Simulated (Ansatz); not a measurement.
`BC=O` + `N=C=N` → `BN=C=N` + `C=O`  (ligand exchange at a B–C bond)

Calculated with Ansatz (gas phase, PBE0-D4/def2-TZVP geometries, no zero-point term in ΔE). CCSD(T)/CBS adds triple-zeta CCSD(T) − MP2 to the extrapolated MP2 energy (def2 sets, frozen cores). This one scheme is used for every species. Functionals use def2-TZVPP. One conformer a species, not always the lowest.

`BC=O`:

```xyz
6

B     0.072   -0.579    0.480
C    -0.109    0.439   -0.659
O     0.044    1.443    0.019
H    -0.877   -0.868    1.141
H     1.177   -0.926    0.762
H    -0.307    0.491   -1.743
```

`N=C=N`:

Cartesian coordinates in Å:
```
N -1.185 0.212 0.294
C -0.043 0.104 -0.112
N 1.048 0.118 -0.650
H -1.353 0.319 1.285
H 1.532 -0.753 -0.817
```

`BN=C=N`:

```xyz
7

B     0.265    0.792   -1.330
N    -0.005    0.185   -0.113
C    -0.218   -0.393    0.913
N    -0.486   -0.848    2.013
H     0.731    0.136   -2.215
H     0.026    1.956   -1.462
H    -0.314   -1.828    2.193
```

`C=O`:

Z-matrix (Å, degrees):
```
C
O 1 1.195
H 1 1.109 2 122.0
H 1 1.109 2 122.0 3 -180.0
```

**Question.** Is it downhill or uphill in electronic energy at CCSD(T)/CBS, and by how much? (Best estimate.)

**Answer.** The calculation gave: Downhill: ΔE = -1.26 eV.

**Question.** What do these levels give: LDA (SPW92), BLYP-D4, CAM-B3LYP-D4, ωB97M-V, B2PLYP, PBE, BLYP, BHLYP, LC-ωPBE, HF/def2-SVP, CCSD(T)/def2-TZVPP, SCS-MP2/def2-QZVPP? (Estimate.)

**Answer.** Ansatz gave: LDA (SPW92) -1.20, BLYP-D4 -1.27, CAM-B3LYP-D4 -1.34, ωB97M-V -1.26, B2PLYP -1.31, PBE -1.19, BLYP -1.27, BHLYP -1.41, LC-ωPBE -1.25, HF/def2-SVP -1.63, CCSD(T)/def2-TZVPP -1.27, SCS-MP2/def2-QZVPP -1.32 eV.

Largest T1 diagnostic among the species: 0.021, so the coupled-cluster value is less sure than usual.

From r2SCAN to r2SCAN0 (25 % exact exchange), in def2-TZVPP and without D4, ΔE moves by −0.08 eV. In def2-TZVPP, CCSD(T) changes the Hartree–Fock value by +0.22 eV (the triples alone add +0.04 eV) and MP2 by +0.18 eV.
